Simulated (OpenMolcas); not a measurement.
## Sb²⁺: the spin-orbit constant, worked from levels

```json
{"Program": "OpenMolcas 26.06", "Basis": "ANO-RCC-VDZP [6s5p3d1f]", "Scalar Hamiltonian": "DKH2, point nucleus", "Active space": "3 electrons in 4 orbitals (5s 5p)", "State averaging": "2S+1 = 4 odd, 1 root; 2S+1 = 2 odd, 11 roots; 2S+1 = 4 even, 3 roots; 2S+1 = 2 even, 9 roots", "Spin-orbit coupling": "RASSI with atomic mean-field integrals over the reference wave functions, term energies averaged over their components"}
```

Methods: CASSCF; MS-CASPT2, IPEA 0.25 Eh, imaginary shift 0.1 Eh (closed shells correlated: 4d). Measured levels: Moore, Atomic Energy Levels, vol. III, NSRDS-NBS 35 (1971 reprint of NBS Circular 467, 1958).

**The spin-orbit constant.** For the Hund term ²P° of p1, E(J) = (A/2) J(J+1) + constant and ζ = 2S·A = A. From J = 1/2 to J = 3/2 the energy changes by 1.5 A.

| Source | E(3/2) - E(1/2) | A | ζ |
| --- | --- | --- | --- |
| CASSCF | 6162.0 | 4108.0 | 4108 |
| MS-CASPT2 | 6231.1 | 4154.1 | 4154 |
| measured | 6576.0 | 4384.0 | 4384 |

All in cm-1. MS-CASPT2 is off by -5.2 % and CASSCF by -6.3 %. Both methods take the spin-orbit matrix elements from the reference wave functions, so the second can move ζ only through the term energies and any multistate remixing.

Over all roots computed the reference weight is 0.90 to 0.95 in MS-CASPT2; the roots of lowest weight are the least certain, and an intruder state may touch them. Computed and measured levels are paired by configuration, term and J; levels that our copy of the source lacks, or whose pairing is in doubt (as where it misses far off the trend of its configuration), stay unpaired and out of the deviations. Levels of configurations outside the active space are missing.

° marks odd parity.
